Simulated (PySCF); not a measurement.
**Ionisation energy of Tl⁶³⁺ by level of theory**

Tl⁶³⁺ [Ar] → Tl⁶⁴⁺ [Ne] 3s2 3p5 [3p1/2^2 3p3/2^3, M_J = 3/2], as a difference of total energies. Calculation: PySCF 2.14, in an uncontracted even-tempered set (17 s from 21 bohr⁻², ratio 2.4; 14 p from 27 bohr⁻², ratio 2.4; 4 d from 97 bohr⁻², ratio 2.6; 4 f from 150 bohr⁻², ratio 2.6); the two-component X2C-1e Hamiltonian. Correlated levels: 1s2 frozen; the 46 highest virtual spinors dropped. "Screened" scales the spin-orbit matrix elements by Boettger's factors to mimic the two-electron term; Breit and QED terms are absent.

```tsv
method	ionisation energy (eV)
GHF (spin-free)	7306.1
GMP2 (spin-free)	7307.1
GHF (screened spin-orbit)	7151.2
GMP2 (screened spin-orbit)	7152.3
```

Breit and QED terms and the two-electron picture change are absent.

The spin-free rows lack the spin-orbit shift.

For comparison: 7146 ± 19 eV (theoretical estimate listed by NIST; NIST Atomic Spectra Database, ionization energies).
